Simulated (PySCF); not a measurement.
GeH₂, charge +1, multiplicity 2. Atoms are numbered in the order given.

```xyz
3

Ge     0.0000     0.0000    -0.0450
H      0.0000     1.3417     0.7193
H      0.0000    -1.3417     0.7193
```
Charge +1, spin multiplicity 2.

Geometry: ωB97X-D3(BJ)/def2-TZVPD. The spin state was assumed, not searched. The isomer is the one that the SMILES or the coordinates give; other isomers of the formula were not compared.

Method: PBE/def2-TZVPD in PySCF.

The molecule is in vacuum.

**Question.** Estimate the frontier levels, dipole moment and polarisability. (The exact figures need the calculation; the answer reports its results.)

**Answer.** 
```json
{
  "α spin, highest occupied and lowest empty level": "-13.39 and -11.38 eV",
  "β spin, highest occupied and lowest empty level": "-15.92 and -11.88 eV",
  "dipole_moment_about_the_centre_of_nuclear_charge": "0.37 D",
  "mean_static_polarisability": "23.4 bohr³ (3.47 Å³)",
  "polarisability_principal_values": "19.2, 22.3, 28.7 bohr³",
  "⟨S²⟩": "0.752 (pure state 0.75)"
}
```
